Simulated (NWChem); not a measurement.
All runs are NWChem calculations. System: diantimony (Sb2), charge 0, spin multiplicity 1, at a geometry optimised with B3LYP/def2-SVP with def2 effective core potentials on Sb. Level: B3LYP/def2-TZVP with def2 effective core potentials on Sb, VWN1-RPA local correlation.

The NWChem input:

```
start mol
memory heap 200 mb stack 900 mb global 1100 mb
geometry units angstroms nocenter noautoz
  Sb     0.000000     0.000000     1.251459
  Sb     0.000000     0.000000    -1.251459
  symmetry group D2h
end
basis spherical
  * library def2-tzvp
end
ecp
  Sb library def2-ecp
end
dft
  xc b3lyp
  semidirect memsize 60000000 filesize 0
  iterations 100
end
task dft energy
```

Part of the output:

```
             Northwest Computational Chemistry Package (NWChem) 7.3.0
             --------------------------------------------------------

                                NWChem Input Module
                                -------------------

 Scaling coordinates for geometry "geometry" by  1.889725989
 (inverse scale =  0.529177249)

 Turning off AUTOSYM since
 SYMMETRY directive was detected!

                             Geometry "geometry" -> ""
                             -------------------------

 Output coordinates in angstroms (scale by  1.889725989 to convert to a.u.)

  No.       Tag          Charge          X              Y              Z
 ---- ---------------- ---------- -------------- -------------- --------------
    1 Sb                  51.0000     0.00000000     0.00000000     1.25145900
    2 Sb                  51.0000     0.00000000     0.00000000    -1.25145900

 Effective nuclear repulsion energy (a.u.)     549.9141500633

            Nuclear Dipole moment (a.u.)
            ----------------------------
        X                 Y               Z
 ---------------- ---------------- ----------------
     0.0000000000     0.0000000000     0.0000000000

      Symmetry information
      --------------------

 Group name             D2h
 Group number             26
 Group order               8
 No. of unique centers     1

      Symmetry unique atoms

     1


 Summary of "ao basis" -> "" (spherical)
 ------------------------------------------------------------------------------
       Tag                 Description            Shells   Functions and Types
 ---------------- ------------------------------  ------  ---------------------
 *                         def2-tzvp                  on all atoms

                                 NWChem DFT Module
                                 -----------------

 Summary of "ao basis" -> "ao basis" (spherical)
 ------------------------------------------------------------------------------
       Tag                 Description            Shells   Functions and Types
 ---------------- ------------------------------  ------  ---------------------
[...]
              MO Center=  1.5D-18, -3.5D-17, -4.7D-17, r^2= 3.8D+00
   Bfn.  Coefficient  Atom+Function         Bfn.  Coefficient  Atom+Function
  ----- ------------  ---------------      ----- ------------  ---------------
    17      0.324841  1 Sb py                67      0.324841  2 Sb py
    11     -0.272387  1 Sb py                61     -0.272387  2 Sb py
    14      0.249695  1 Sb py                64      0.249695  2 Sb py
    20      0.162533  1 Sb py                70      0.162533  2 Sb py
     8     -0.043300  1 Sb py                58     -0.043300  2 Sb py

 Vector   24  Occ=0.000000D+00  E=-1.117747D-01  Symmetry=b2g
              MO Center= -6.0D-17,  1.4D-31,  4.8D-16, r^2= 5.2D+00
   Bfn.  Coefficient  Atom+Function         Bfn.  Coefficient  Atom+Function
  ----- ------------  ---------------      ----- ------------  ---------------
    19      0.358719  1 Sb px                69     -0.358719  2 Sb px
    16      0.350012  1 Sb px                66     -0.350012  2 Sb px
    10     -0.284149  1 Sb px                60      0.284149  2 Sb px
    13      0.272283  1 Sb px                63     -0.272283  2 Sb px
     7     -0.044966  1 Sb px                57      0.044966  2 Sb px

 Vector   25  Occ=0.000000D+00  E=-1.117747D-01  Symmetry=b3g
              MO Center= -2.1D-31,  1.2D-16, -3.1D-16, r^2= 5.2D+00
   Bfn.  Coefficient  Atom+Function         Bfn.  Coefficient  Atom+Function
  ----- ------------  ---------------      ----- ------------  ---------------
    20      0.358719  1 Sb py                70     -0.358719  2 Sb py
    17      0.350012  1 Sb py                67     -0.350012  2 Sb py
    11     -0.284149  1 Sb py                61      0.284149  2 Sb py
    14      0.272283  1 Sb py                64     -0.272283  2 Sb py
     8     -0.044966  1 Sb py                58      0.044966  2 Sb py

 Vector   26  Occ=0.000000D+00  E=-7.545119D-03  Symmetry=b1u
              MO Center=  4.6D-15, -1.4D-14,  1.4D-14, r^2= 9.5D+00
   Bfn.  Coefficient  Atom+Function         Bfn.  Coefficient  Atom+Function
  ----- ------------  ---------------      ----- ------------  ---------------
    21     -0.933460  1 Sb pz                71     -0.933460  2 Sb pz
     6      0.923056  1 Sb s                 56     -0.923056  2 Sb s
    18     -0.318936  1 Sb pz                68     -0.318936  2 Sb pz
    12      0.185144  1 Sb pz                62      0.185144  2 Sb pz
     3     -0.183436  1 Sb s                 53      0.183436  2 Sb s

 center of mass
 --------------
 x =   0.00000000 y =   0.00000000 z =   0.00000000

 moments of inertia (a.u.)
 ------------------
        1352.386634387201           0.000000000000           0.000000000000
           0.000000000000        1352.386634387201           0.000000000000
           0.000000000000           0.000000000000           0.000000000000

     Multipole analysis of the density
     ---------------------------------

     L   x y z        total         alpha         beta         nuclear
     -   - - -        -----         -----         ----         -------
     0   0 0 0     -0.000000    -23.000000    -23.000000     46.000000

     1   1 0 0     -0.000000     -0.000000     -0.000000      0.000000
     1   0 1 0     -0.000000     -0.000000     -0.000000      0.000000
     1   0 0 1      0.000000      0.000000      0.000000      0.000000

     2   2 0 0    -38.742943    -19.371472    -19.371472      0.000000
     2   1 1 0     -0.000000     -0.000000     -0.000000      0.000000
     2   1 0 1      0.000000      0.000000      0.000000      0.000000
     2   0 2 0    -38.742943    -19.371472    -19.371472      0.000000
     2   0 1 1      0.000000      0.000000      0.000000      0.000000
     2   0 0 2    -36.820886   -147.045327   -147.045327    257.269768

 Task  times  cpu:        3.5s     wall:        3.5s

 Total times  cpu:        3.6s     wall:        3.6s
```
